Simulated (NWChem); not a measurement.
System: Si2H3, doublet; SMILES [SiH][SiH2]

Input file for NWChem:

```
start job
memory heap 200 mb stack 900 mb global 1100 mb
geometry units angstroms
  Si    -0.029706    -1.280300     0.224873
  Si    -0.159461     0.976548    -0.106082
  H      1.453737    -1.272959    -0.200868
  H      0.947674     1.969738     0.171208
  H     -1.459899     1.743703    -0.094975
end
basis spherical
  * library def2-svp
end
dft
  odft
  mult 2
  xc becke88 lyp
  iterations 150
end
driver
  maxiter 120
end
task dft optimize
task dft freq
```

Parts of the log:

```
             Northwest Computational Chemistry Package (NWChem) 7.3.0
             --------------------------------------------------------

 C1  symmetry detected

                             Geometry "geometry" -> ""
                             -------------------------

 Output coordinates in angstroms (scale by  1.889725989 to convert to a.u.)

  No.       Tag          Charge          X              Y              Z
 ---- ---------------- ---------- -------------- -------------- --------------
    1 Si                  14.0000    -0.07676470    -1.23212036     0.01582318
    2 Si                  14.0000    -0.01701754     1.05140281    -0.02519758
    3 H                    1.0000     1.42786022    -1.29289590    -0.32229308
    4 H                    1.0000     1.14007293     1.90797630     0.44008463
    5 H                    1.0000    -1.25498177     1.91496525     0.01344998

 Effective nuclear repulsion energy (a.u.)      67.5671059762

                                Z-matrix (autoz)
                                --------

 Units are Angstrom for bonds and degrees for angles

      Type          Name      I     J     K     L     M      Value
      ----------- --------  ----- ----- ----- ----- ----- ----------
    1 Stretch                  1     2                       2.28467
    2 Stretch                  1     3                       1.54334
    3 Stretch                  2     4                       1.51297
    4 Stretch                  2     5                       1.50990
    5 Bend                     1     2     4               125.47509
    6 Bend                     1     2     5               123.34958
    7 Bend                     2     1     3                90.56899
    8 Bend                     4     2     5               107.17973
    9 Torsion                  3     1     2     4         -35.65309
   10 Torsion                  3     1     2     5         169.76560

                           NWChem Geometry Optimization
                           ----------------------------

 maximum gradient threshold         (gmax) =   0.000450
 rms gradient threshold             (grms) =   0.000300
 maximum cartesian step threshold   (xmax) =   0.001800
 rms cartesian step threshold       (xrms) =   0.001200
 fixed trust radius                (trust) =   0.300000
 source of zmatrix                         =   autoz

          -------------------
          Energy Minimization
          -------------------

 Using diagonal initial Hessian
 Scaling for Hessian diagonals: bonds = 1.00  angles = 0.25  torsions = 0.10

          --------
          Step   0

                                 NWChem DFT Module
                                 -----------------

 Summary of "ao basis" -> "ao basis" (spherical)
 ------------------------------------------------------------------------------
       Tag                 Description            Shells   Functions and Types
 ---------------- ------------------------------  ------  ---------------------
 Si                         def2-svp                 8       18   4s3p1d
 H                          def2-svp                 3        5   2s1p

            General Information
            -------------------
          SCF calculation type: DFT
          Wavefunction type:  spin polarized.
          No. of atoms     :     5
          No. of electrons :    31
           Alpha electrons :    16
            Beta electrons :    15
          Charge           :     0
          Spin multiplicity:     2
          Use of symmetry is: off; symmetry adaption is: off
          Maximum number of iterations: 150
          AO basis - number of functions:    51
                     number of shells:    25
          Convergence on energy requested:  1.00D-06
          Convergence on density requested:  1.00D-05
          Convergence on gradient requested:  5.00D-04

              XC Information
              --------------
                    Becke 1988 Exchange Functional  1.000
              Lee-Yang-Parr Correlation Functional  1.000

             Grid Information
             ----------------
          Grid used for XC integration:  medium
          Radial quadrature: Mura-Knowles
          Angular quadrature: Lebedev.
          Tag              B.-S. Rad. Rad. Pts. Rad. Cut. Ang. Pts.
          ---              ---------- --------- --------- ---------
          Si                  1.10       88          10.0       590
          H                   0.35       45          11.0       434
          Grid pruning is: on
          Number of quadrature shells:   311
          Spatial weights used:  Erf1

      Superposition of Atomic Density Guess
      -------------------------------------

 Sum of atomic energies:        -578.97492570

      Non-variational initial energy
      ------------------------------

 Total energy =    -579.216652
 1-e energy   =    -936.943219
 2-e energy   =     290.159461
 HOMO         =      -0.162117
 LUMO         =      -0.030723

   convergence    iter        energy       DeltaE   RMS-Dens  Diis-err
 ---------------- ----- ----------------- --------- --------- ---------
 d= 0,ls=0.0,diis     1   -580.4695801108 -6.48D+02  7.20D-03  4.33D-02
                                                     7.08D-03  3.90D-02
 d= 0,ls=0.0,diis     2   -580.4714118489 -1.83D-03  8.71D-03  1.97D-02
                                                     7.94D-03  1.75D-02
 d= 0,ls=0.0,diis     3   -580.4579496622  1.35D-02  6.69D-03  3.29D-02
                                                     5.26D-03  2.28D-02
 d= 0,ls=0.0,diis     4   -580.4908731524 -3.29D-02  1.42D-03  1.37D-03
                                                     1.35D-03  1.24D-03
 d= 0,ls=0.0,diis     5   -580.4922590642 -1.39D-03  3.86D-04  6.26D-05
                                                     2.36D-04  4.36D-05
  Resetting Diis
 d= 0,ls=0.0,diis     6   -580.4923287663 -6.97D-05  1.00D-04  6.22D-06
                                                     1.32D-04  8.65D-06
 d= 0,ls=0.0,diis     7   -580.4923398636 -1.11D-05  8.23D-05  1.05D-06
                                                     1.10D-04  1.01D-06
 d= 0,ls=0.0,diis     8   -580.4923383382  1.53D-06  7.98D-05  3.62D-06
                                                     6.21D-05  2.39D-06
 d= 0,ls=0.0,diis     9   -580.4923418993 -3.56D-06  1.86D-05  3.93D-07
                                                     2.82D-05  5.21D-07
 d= 0,ls=0.0,diis    10   -580.4923424656 -5.66D-07  2.21D-05  5.37D-08
                                                     1.87D-05  2.54D-08
 d= 0,ls=0.0,diis    11   -580.4923425952 -1.30D-07  2.41D-06  5.20D-09
                                                     2.95D-06  5.14D-09

         Total DFT energy =     -580.492342595221
      One electron energy =     -937.976450302206
           Coulomb energy =      332.709528540974
    Exchange-Corr. energy =      -42.792526810161
 Nuclear repulsion energy =       67.567105976172

 Numeric. integr. density =       31.000009258708

                    DFT Final Alpha Molecular Orbital Analysis
                    ------------------------------------------

 Vector   14  Occ=1.000000D+00  E=-2.696116D-01
              MO Center=  2.0D-01, -2.8D-01, -7.1D-02, r^2= 3.5D+00
   Bfn.  Coefficient  Atom+Function         Bfn.  Coefficient  Atom+Function
  ----- ------------  ---------------      ----- ------------  ---------------
    37      0.311703  3 H  s                 27      0.241919  2 Si py
    38      0.219215  3 H  s                 47      0.217347  5 H  s
     8      0.201476  1 Si px                 9     -0.193081  1 Si py
    30      0.192833  2 Si py                21     -0.154552  2 Si s
    48      0.153450  5 H  s                 11      0.151326  1 Si px

 Vector   15  Occ=1.000000D+00  E=-2.130092D-01
              MO Center= -7.6D-02, -7.5D-01,  7.9D-03, r^2= 3.6D+00
   Bfn.  Coefficient  Atom+Function         Bfn.  Coefficient  Atom+Function
  ----- ------------  ---------------      ----- ------------  ---------------
     4      0.391581  1 Si s                  3      0.359917  1 Si s
     2      0.216352  1 Si s                  9     -0.204263  1 Si py
    21     -0.203347  2 Si s                  8     -0.191596  1 Si px
    31      0.190875  2 Si pz                11     -0.187998  1 Si px
    12     -0.180432  1 Si py                22     -0.170949  2 Si s

[...]

      ----------------------
      Optimization converged
      ----------------------

  Step       Energy      Delta E   Gmax     Grms     Xrms     Xmax
  ---- ---------------- -------- -------- -------- -------- --------
@    8    -580.49243763 -1.0D-08  0.00001  0.00001  0.00029  0.00059
                                     ok       ok       ok       ok

                                Z-matrix (autoz)
                                --------

 Units are Angstrom for bonds and degrees for angles

      Type          Name      I     J     K     L     M      Value     Gradient
      ----------- --------  ----- ----- ----- ----- ----- ---------- ----------
    1 Stretch                  1     2                       2.30868   -0.00001
    2 Stretch                  1     3                       1.54258    0.00000
    3 Stretch                  2     4                       1.51034    0.00000
    4 Stretch                  2     5                       1.50713    0.00001
    5 Bend                     1     2     4               126.27531   -0.00000
    6 Bend                     1     2     5               122.86508   -0.00001
    7 Bend                     2     1     3                90.96433    0.00001
    8 Bend                     4     2     5               106.90412    0.00001
    9 Torsion                  3     1     2     4         -33.88174   -0.00000
   10 Torsion                  3     1     2     5         171.48891    0.00000

                         Geometry "geometry" -> "geometry"
                         ---------------------------------

 Output coordinates in angstroms (scale by  1.889725989 to convert to a.u.)

  No.       Tag          Charge          X              Y              Z
 ---- ---------------- ---------- -------------- -------------- --------------
    1 Si                  14.0000    -0.07879515    -1.24443537    -0.00449977
    2 Si                  14.0000    -0.01412445     1.06323514    -0.02649292
    3 H                    1.0000     1.43215443    -1.31563490    -0.30703912
    4 H                    1.0000     1.13503056     1.92941027     0.43210634
    5 H                    1.0000    -1.25509624     1.91675297     0.02779260

 Effective nuclear repulsion energy (a.u.)      67.0575698631

                Final and change from initial internal coordinates
                --------------------------------------------------

                                Z-matrix (autoz)
                                --------

 Units are Angstrom for bonds and degrees for angles

      Type          Name      I     J     K     L     M      Value       Change
      ----------- --------  ----- ----- ----- ----- ----- ---------- ----------
    1 Stretch                  1     2                       2.30868    0.02401
    2 Stretch                  1     3                       1.54258   -0.00076
    3 Stretch                  2     4                       1.51034   -0.00262
    4 Stretch                  2     5                       1.50713   -0.00276
    5 Bend                     1     2     4               126.27531    0.80023
    6 Bend                     1     2     5               122.86508   -0.48449
    7 Bend                     2     1     3                90.96433    0.39534
    8 Bend                     4     2     5               106.90412   -0.27561
    9 Torsion                  3     1     2     4         -33.88174    1.77135
   10 Torsion                  3     1     2     5         171.48891    1.72330

 ==============================================================================
                                internuclear distances
 ------------------------------------------------------------------------------
       center one      |      center two      | atomic units |  angstroms
 ------------------------------------------------------------------------------
    2 Si               |   1 Si               |     4.36277  |     2.30868
    3 H                |   1 Si               |     2.91506  |     1.54258
    4 H                |   2 Si               |     2.85413  |     1.51034
    5 H                |   2 Si               |     2.84807  |     1.50713
 ------------------------------------------------------------------------------
                         number of included internuclear distances:          4
 ==============================================================================

[second-derivative integrals and response iterations left out]

  Vibrational analysis via the FX method

  See chapter 2 in "Molecular Vibrations" by Wilson, Decius and Cross

  Vib: Default input used

[...]

 Rotational Constants
 --------------------
 A=   3.124655 cm-1  (  4.495582 K)
 B=   0.199879 cm-1  (  0.287575 K)
 C=   0.189087 cm-1  (  0.272048 K)

 Temperature                      =   298.15K
 frequency scaling parameter      =   1.0000

 Zero-Point correction to Energy  =   13.143 kcal/mol  (  0.020945 au)
 Thermal correction to Energy     =   15.953 kcal/mol  (  0.025423 au)
 Thermal correction to Enthalpy   =   16.545 kcal/mol  (  0.026367 au)

 Total Entropy                    =   65.624 cal/mol-K
   - Translational                =   38.127 cal/mol-K (mol. weight =  58.9773)
   - Rotational                   =   22.130 cal/mol-K (symmetry #  =        1)
   - Vibrational                  =    5.367 cal/mol-K

 Cv (constant volume heat capacity) =   13.595 cal/mol-K
   - Translational                  =    2.979 cal/mol-K
   - Rotational                     =    2.979 cal/mol-K
   - Vibrational                    =    7.636 cal/mol-K

[normal modes left out]

 ----------------------------------------------------------------------------
 Normal Eigenvalue ||           Projected Infra Red Intensities
  Mode   [cm**-1]  || [atomic units] [(debye/angs)**2] [(KM/mol)] [arbitrary]
 ------ ---------- || -------------- ----------------- ---------- -----------
    1       -0.000 ||    0.000251           0.006         0.244       0.072
    2       -0.000 ||    0.000240           0.006         0.234       0.069
    3        0.000 ||    0.000135           0.003         0.132       0.039
    4        0.000 ||    0.000000           0.000         0.000       0.000
    5        0.000 ||    0.000166           0.004         0.162       0.048
    6        0.000 ||    0.000191           0.004         0.186       0.055
    7      221.448 ||    0.008454           0.195         8.241       2.438
    8      361.205 ||    0.008992           0.207         8.766       2.593
    9      394.819 ||    0.006602           0.152         6.436       1.904
   10      440.732 ||    0.004357           0.101         4.248       1.257
   11      648.245 ||    0.016416           0.379        16.003       4.735
   12      933.840 ||    0.090398           2.086        88.124      26.072
   13     1959.947 ||    0.159826           3.687       155.806      46.096
   14     2101.632 ||    0.103797           2.395       101.186      29.936
   15     2136.268 ||    0.120261           2.775       117.236      34.685
 ----------------------------------------------------------------------------
```

Level: BLYP/def2-SVP, spin-unrestricted. No stability test was run on the SCF state.
